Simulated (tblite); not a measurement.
Record of a relaxation.

Compound: C6H11BBrF.
SMILES with atom numbers: `[BH2:1]/[C:2]([CH2:3][F:4])=[C:5](/[Br:6])[CH:7]([CH3:8])[CH3:9]` (hydrogens: H10, H11 on B1; H12, H13 on C3; H14 on C7; H15, H16, H17 on C8; H18, H19, H20 on C9)

Computed with GFN2-xTB (tblite), gas phase: L-BFGS steps from a force-field or distance-geometry start until the largest atomic force falls under 0.01 eV/Å. 10 of its 262 geometries are shown.

Step 0: E = -774.7238 eV, largest atomic force 1.268 eV/Å
```
atom  x, y, z in Å  |  force x, y, z in eV/Å
B1      1.545    1.505   -0.731   -0.592  -0.401  -0.060
C2      1.417    0.114    0.006   -0.311   0.284   0.265
C3      2.734   -0.627    0.248   -0.460   0.323   0.230
F4      2.857   -1.633   -0.692    0.232   0.158   0.396
C5      0.230   -0.452    0.388    0.575   0.821  -0.777
Br6     0.196   -2.261    1.071   -0.138   0.632  -0.153
C7     -1.113    0.250    0.171    0.021  -0.197   0.774
C8     -1.665   -0.071   -1.211   -0.509  -0.214  -0.684
C9     -2.130   -0.127    1.261   -0.405   0.067   0.387
H10     2.594    1.929   -1.024    0.002  -0.120   0.148
H11     0.592    2.104   -1.116    0.393  -0.247   0.267
H12     2.757   -1.050    1.272   -0.033  -0.259  -0.464
H13     3.595    0.057    0.162   -0.221  -0.298  -0.257
H14    -0.985    1.346    0.259    0.295  -0.496  -0.106
H15    -2.631    0.472   -1.378    0.833  -0.527   0.184
H16    -1.854   -1.167   -1.307    0.138   0.825  -0.001
H17    -0.954    0.246   -1.999   -0.400  -0.255   0.443
H18    -3.039    0.512    1.165    0.678  -0.473   0.055
H19    -1.700    0.045    2.275   -0.316  -0.181  -0.729
H20    -2.451   -1.182    1.176    0.218   0.558   0.081
```

Step 29: E = -774.9448 eV, largest atomic force 0.104 eV/Å
```
atom  x, y, z in Å  |  force x, y, z in eV/Å
B1      1.577    1.547   -0.699   -0.033  -0.007  -0.002
C2      1.422    0.192    0.023    0.003  -0.023   0.009
C3      2.682   -0.621    0.246   -0.015   0.004   0.015
F4      2.803   -1.591   -0.729    0.017   0.029  -0.002
C5      0.230   -0.355    0.343    0.044  -0.091   0.026
Br6     0.158   -2.142    1.025    0.005  -0.001  -0.017
C7     -1.126    0.265    0.164    0.059  -0.011   0.015
C8     -1.672   -0.144   -1.210   -0.017  -0.015   0.002
C9     -2.114   -0.112    1.269   -0.003   0.012  -0.024
H10     2.645    1.906   -1.004    0.021  -0.007   0.015
H11     0.658    2.204   -0.987   -0.031   0.035   0.019
H12     2.672   -1.149    1.207   -0.008  -0.006   0.004
H13     3.579    0.000    0.180   -0.041   0.004  -0.034
H14    -0.992    1.349    0.181    0.002   0.020  -0.019
H15    -2.640    0.322   -1.377   -0.001   0.005   0.003
H16    -1.798   -1.224   -1.262    0.015  -0.011   0.003
H17    -0.990    0.166   -2.000   -0.019  -0.004   0.025
H18    -3.003    0.509    1.186    0.014   0.017   0.019
H19    -1.675    0.039    2.255   -0.021   0.034  -0.048
H20    -2.423   -1.151    1.185    0.007   0.016  -0.007
```

Step 58: E = -774.9621 eV, largest atomic force 0.044 eV/Å
```
atom  x, y, z in Å  |  force x, y, z in eV/Å
B1      1.594    1.618   -0.526    0.003  -0.011   0.003
C2      1.423    0.193    0.043   -0.015  -0.019  -0.013
C3      2.676   -0.642    0.202    0.011   0.018   0.003
F4      2.825   -1.484   -0.882   -0.016   0.003   0.013
C5      0.225   -0.368    0.307   -0.014  -0.005   0.030
Br6     0.117   -2.175    0.928   -0.014   0.009  -0.013
C7     -1.123    0.250    0.088   -0.009  -0.012   0.009
C8     -1.704   -0.303   -1.218   -0.006   0.001  -0.012
C9     -2.088    0.011    1.251    0.017  -0.005  -0.004
H10     2.637    1.934   -0.942    0.028  -0.004  -0.001
H11     0.722    2.392   -0.546    0.001   0.015   0.002
H12     2.645   -1.282    1.092    0.001  -0.003  -0.014
H13     3.571   -0.018    0.228    0.017   0.030   0.006
H14    -0.982    1.327   -0.027    0.005  -0.023   0.016
H15    -2.711    0.077   -1.363   -0.010   0.017  -0.021
H16    -1.747   -1.390   -1.190   -0.025  -0.010   0.014
H17    -1.087   -0.004   -2.063    0.002  -0.004  -0.016
H18    -2.959    0.653    1.135    0.026  -0.034   0.010
H19    -1.612    0.244    2.202   -0.014   0.012  -0.018
H20    -2.426   -1.023    1.276    0.013   0.026   0.005
```

Step 87: E = -774.9725 eV, largest atomic force 0.014 eV/Å
```
atom  x, y, z in Å  |  force x, y, z in eV/Å
B1      1.608    1.654   -0.401    0.001   0.005   0.005
C2      1.419    0.189    0.051   -0.003   0.013   0.002
C3      2.682   -0.635    0.195   -0.002   0.001  -0.002
F4      2.892   -1.381   -0.946    0.000  -0.002  -0.009
C5      0.221   -0.396    0.242    0.002  -0.003  -0.002
Br6     0.104   -2.235    0.762   -0.001  -0.004   0.001
C7     -1.124    0.227    0.018    0.005  -0.003  -0.005
C8     -1.777   -0.389   -1.224    0.003   0.000  -0.001
C9     -2.037    0.079    1.236    0.004  -0.002  -0.003
H10     2.625    1.960   -0.888   -0.010  -0.003   0.009
H11     0.789    2.470   -0.235   -0.001  -0.008  -0.009
H12     2.627   -1.347    1.026   -0.004  -0.008   0.007
H13     3.561    0.003    0.313    0.003   0.004   0.002
H14    -0.964    1.290   -0.172   -0.005   0.001  -0.001
H15    -2.724    0.106   -1.427    0.004   0.002  -0.004
H16    -1.971   -1.449   -1.072    0.002  -0.001   0.005
H17    -1.130   -0.275   -2.091   -0.003   0.004  -0.003
H18    -2.961    0.626    1.068    0.002   0.002  -0.001
H19    -1.557    0.479    2.127    0.009  -0.001   0.000
H20    -2.288   -0.964    1.413   -0.003   0.002   0.009
```

Step 116: E = -774.9742 eV, largest atomic force 0.022 eV/Å
```
atom  x, y, z in Å  |  force x, y, z in eV/Å
B1      1.609    1.663   -0.369    0.001   0.007   0.009
C2      1.418    0.186    0.042    0.000   0.018   0.013
C3      2.679   -0.638    0.193   -0.004   0.007   0.000
F4      2.938   -1.321   -0.977   -0.004  -0.005  -0.016
C5      0.217   -0.403    0.206    0.006  -0.005   0.010
Br6     0.093   -2.248    0.702    0.003  -0.003  -0.002
C7     -1.129    0.221   -0.007    0.012  -0.009  -0.008
C8     -1.807   -0.421   -1.222   -0.008   0.002  -0.002
C9     -2.006    0.107    1.241   -0.003  -0.004  -0.006
H10     2.668    2.010   -0.717   -0.001   0.004  -0.005
H11     0.747    2.448   -0.308    0.014  -0.010  -0.011
H12     2.602   -1.393    0.983   -0.001  -0.010   0.008
H13     3.549   -0.002    0.376    0.006   0.008   0.007
H14    -0.974    1.279   -0.225    0.006   0.000   0.000
H15    -2.738    0.095   -1.441   -0.008  -0.003   0.008
H16    -2.030   -1.469   -1.032   -0.002   0.006  -0.004
H17    -1.160   -0.354   -2.096   -0.015  -0.003   0.011
H18    -2.933    0.653    1.090   -0.001   0.005  -0.012
H19    -1.494    0.529    2.104   -0.003   0.001   0.003
H20    -2.253   -0.930    1.456    0.002  -0.006  -0.002
```

Step 145: E = -774.9782 eV, largest atomic force 0.125 eV/Å
```
atom  x, y, z in Å  |  force x, y, z in eV/Å
B1      1.623    1.666   -0.338   -0.108   0.049  -0.039
C2      1.421    0.180    0.042   -0.041  -0.004  -0.015
C3      2.686   -0.636    0.205    0.000  -0.014   0.013
F4      3.037   -1.189   -1.011    0.004   0.003   0.017
C5      0.218   -0.420    0.144    0.027  -0.007   0.002
Br6     0.087   -2.281    0.581   -0.004   0.009   0.000
C7     -1.129    0.210   -0.043   -0.001   0.004   0.020
C8     -1.877   -0.454   -1.203    0.015   0.002   0.020
C9     -1.955    0.142    1.246   -0.006  -0.008  -0.015
H10     2.707    2.098   -0.330    0.019   0.016   0.006
H11     0.737    2.370   -0.638    0.086  -0.064   0.024
H12     2.577   -1.472    0.906   -0.009   0.003  -0.019
H13     3.526   -0.007    0.510    0.001   0.002   0.003
H14    -0.973    1.261   -0.291    0.006   0.005   0.000
H15    -2.796    0.089   -1.405   -0.006   0.006   0.000
H16    -2.134   -1.482   -0.961    0.002  -0.006  -0.010
H17    -1.265   -0.448   -2.103   -0.007   0.004   0.000
H18    -2.886    0.687    1.110    0.019  -0.003   0.012
H19    -1.409    0.586    2.077   -0.011   0.001  -0.023
H20    -2.198   -0.888    1.499    0.015   0.002   0.004
```

Step 174: E = -774.9892 eV, largest atomic force 0.025 eV/Å
```
atom  x, y, z in Å  |  force x, y, z in eV/Å
B1      1.597    1.640   -0.319   -0.007  -0.012  -0.007
C2      1.404    0.138    0.010   -0.001  -0.002  -0.003
C3      2.687   -0.634    0.226   -0.003  -0.002   0.006
F4      3.240   -0.968   -0.994    0.012   0.012  -0.007
C5      0.211   -0.477    0.052    0.000   0.004   0.009
Br6     0.065   -2.348    0.437   -0.002   0.008   0.002
C7     -1.123    0.192   -0.093    0.002  -0.002  -0.001
C8     -1.968   -0.472   -1.181    0.002  -0.001  -0.002
C9     -1.863    0.195    1.248   -0.003   0.003  -0.003
H10     2.495    2.201    0.174    0.013   0.011  -0.011
H11     0.901    2.208   -1.063   -0.010   0.001   0.002
H12     2.539   -1.574    0.766    0.007  -0.022  -0.010
H13     3.432   -0.021    0.740   -0.003   0.004   0.019
H14    -0.935    1.230   -0.381    0.001  -0.002   0.008
H15    -2.886    0.092   -1.327   -0.002   0.000   0.000
H16    -2.233   -1.491   -0.910   -0.001   0.010   0.010
H17    -1.423   -0.493   -2.123    0.002  -0.005  -0.005
H18    -2.817    0.703    1.139   -0.004  -0.001   0.008
H19    -1.279    0.714    2.007    0.007  -0.006  -0.005
H20    -2.051   -0.821    1.588   -0.008   0.004  -0.011
```

Step 203: E = -775.0307 eV, largest atomic force 0.055 eV/Å
```
atom  x, y, z in Å  |  force x, y, z in eV/Å
B1      1.601    1.572   -0.503    0.001   0.018   0.010
C2      1.395    0.100   -0.055    0.020  -0.018   0.001
C3      2.683   -0.635    0.230   -0.009   0.006   0.024
F4      3.614   -0.378   -0.752   -0.020  -0.024   0.022
C5      0.200   -0.487    0.093   -0.005   0.001  -0.038
Br6     0.044   -2.320    0.644   -0.002   0.038  -0.003
C7     -1.130    0.193   -0.058    0.002   0.015  -0.002
C8     -1.968   -0.465   -1.155    0.004   0.007  -0.007
C9     -1.881    0.201    1.275   -0.002   0.016   0.015
H10     2.526    2.145   -0.081    0.003   0.019  -0.005
H11     0.891    2.096   -1.267   -0.004  -0.019   0.004
H12     2.565   -1.723    0.271    0.021   0.036  -0.034
H13     3.121   -0.269    1.168   -0.017  -0.051  -0.013
H14    -0.929    1.229   -0.341    0.014   0.005  -0.010
H15    -2.882    0.103   -1.309   -0.010  -0.027   0.032
H16    -2.233   -1.484   -0.885   -0.009   0.002   0.000
H17    -1.418   -0.485   -2.094    0.027  -0.006  -0.013
H18    -2.736    0.868    1.221   -0.029  -0.013  -0.037
H19    -1.229    0.547    2.075    0.000   0.003   0.029
H20    -2.238   -0.797    1.520    0.016  -0.007   0.027
```

Step 232: E = -775.0564 eV, largest atomic force 0.026 eV/Å
```
atom  x, y, z in Å  |  force x, y, z in eV/Å
B1      1.619    1.592   -0.515   -0.010   0.000  -0.003
C2      1.410    0.116   -0.091    0.004   0.001   0.003
C3      2.657   -0.693    0.180    0.005  -0.004  -0.011
F4      3.761   -0.141   -0.419    0.001  -0.005   0.011
C5      0.207   -0.447    0.090    0.003   0.003   0.010
Br6     0.091   -2.264    0.704   -0.004  -0.014   0.005
C7     -1.131    0.210   -0.068    0.005  -0.006  -0.010
C8     -1.971   -0.528   -1.113   -0.002  -0.006  -0.002
C9     -1.868    0.288    1.272    0.009   0.003  -0.009
H10     2.554    2.160   -0.111   -0.012   0.009  -0.003
H11     0.875    2.123   -1.241    0.011   0.023  -0.001
H12     2.577   -1.713   -0.213    0.001   0.007   0.000
H13     2.871   -0.733    1.256   -0.001  -0.006  -0.001
H14    -0.951    1.229   -0.419   -0.002  -0.002   0.003
H15    -2.915   -0.009   -1.263   -0.002   0.008   0.011
H16    -2.187   -1.544   -0.792   -0.006  -0.003  -0.002
H17    -1.444   -0.565   -2.064   -0.001  -0.016   0.005
H18    -2.827    0.780    1.134   -0.002   0.008   0.006
H19    -1.287    0.858    1.994    0.008  -0.003   0.005
H20    -2.047   -0.706    1.676   -0.006   0.004  -0.018
```

Step 261: E = -775.0602 eV, largest atomic force 0.009 eV/Å
```
atom  x, y, z in Å  |  force x, y, z in eV/Å
B1      1.607    1.613   -0.454   -0.002   0.006   0.001
C2      1.409    0.117   -0.101   -0.001   0.000  -0.001
C3      2.657   -0.691    0.165    0.004   0.004   0.006
F4      3.776   -0.084   -0.345    0.004  -0.003   0.004
C5      0.210   -0.463    0.044    0.001  -0.006  -0.002
Br6     0.102   -2.290    0.632    0.002   0.004  -0.004
C7     -1.129    0.191   -0.115    0.001  -0.001  -0.002
C8     -2.017   -0.591   -1.084   -0.003  -0.004  -0.001
C9     -1.816    0.347    1.244    0.000  -0.001   0.001
H10     2.496    2.185    0.039    0.002   0.000  -0.004
H11     0.901    2.165   -1.201   -0.004  -0.002  -0.003
H12     2.606   -1.681   -0.305    0.000   0.001   0.004
H13     2.829   -0.810    1.243   -0.002  -0.006  -0.001
H14    -0.950    1.187   -0.526   -0.004   0.008   0.001
H15    -2.933   -0.037   -1.272    0.003  -0.001   0.000
H16    -2.283   -1.561   -0.671   -0.004  -0.007  -0.001
H17    -1.504   -0.744   -2.031   -0.005   0.005  -0.004
H18    -2.770    0.854    1.122    0.007   0.001  -0.002
H19    -1.196    0.931    1.921    0.001  -0.001   0.005
H20    -2.001   -0.627    1.693    0.000   0.003   0.003
```

Question: Summarise the path.

Answer: The energy falls by 0.3364 eV from step 0 to step 261; nine tenths of that is first reached at step 199. It rises by more than 0.2 meV at steps 133, 136, 150, 153, 156, 159, 162 and 165 and others. The largest force goes from 1.268 to 0.009 eV/Å. Among the bonds C8–H15 changes most, from 1.121 to 1.087 Å; the atoms move by 0.903 Å rms after alignment.

The cost below is that of the whole relaxation. Time: 3.9 s of wall time. Hardware: an Arm Neoverse N1 with one thread, shared host with 64 logical CPUs at a one-minute load of 60.
